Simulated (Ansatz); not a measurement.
Geometry optimisation, Ansatz 0.2.0, RKS B3LYP-D4/def2-SVP.

input.yaml

```yaml
crystal:
  periodic: [false, false, false]
  atoms:
    - { symbol: B, position_ang: [0.0, 0.0, 0.0] }
    - { symbol: Cl, position_ang: [0.0, 0.0, 2.21] }
    - { symbol: F, position_ang: [1.1431, 0.0, -0.66] }
    - { symbol: Cl, position_ang: [-1.6108, 0.0, -0.93] }
    - { symbol: H, position_ang: [-0.1908, -1.4011, 0.4698] }
    - { symbol: H, position_ang: [-0.1699, -1.2477, 1.3665] }
basis:
  gaussian: { orbitals: def2-SVP }
hamiltonian:
  xc: b3lyp
  dispersion: d4
relax:
  f_tol: 0.15
  max_steps: 25
  restrain:
    - { distance: [0, 4], at: 1.19, k: 30.0 }
    - { distance: [5, 1], at: 1.37, k: 30.0 }
    - { distance: [0, 1], at: 3.06, k: 30.0 }
    - { distance: [5, 4], at: 1.86, k: 30.0 }
```

Command:

```bash
$ ansatz run input.yaml --threads 1 --pin off --max-ram 2048MiB --backend cpu --events-out ev --progress --plain --runs-dir out
```

Problem. Where does it end, and by what steps?

Solution. The forces met the threshold. The restraints hold the end off the free minimum. After 7 steps the energy has fallen by 2.355 eV (the restraints' own energy left out); B1 moved furthest, 0.63 Å.

| step | energy less start (eV) | largest force component (eV/Å) | accepted |
| --- | --- | --- | --- |
| 0 | 0.0000 | 3.500 | yes |
| 1 | -0.5112 | 4.932 | yes |
| 2 | -1.4425 | 3.480 | yes |
| 3 | -2.0988 | 1.250 | yes |
| 4 | -2.1013 | 3.677 | yes |
| 5 | -2.3304 | 0.891 | yes |
| 6 | -2.3556 | 0.889 | yes |
| 7 | -2.3549 | 0.989 | yes |

```xyz
6
Properties=species:S:1:pos:R:3
B -0.086 -0.447 -0.442
Cl -0.087 0.016 2.587
F 1.057 0.152 -0.684
Cl -1.579 0.281 -0.994
H -0.097 -1.522 0.083
H -0.035 -1.129 1.906
```

The run took 18 s on 1 thread of Arm Neoverse V2, on a shared host, peak memory 0.14 GiB.
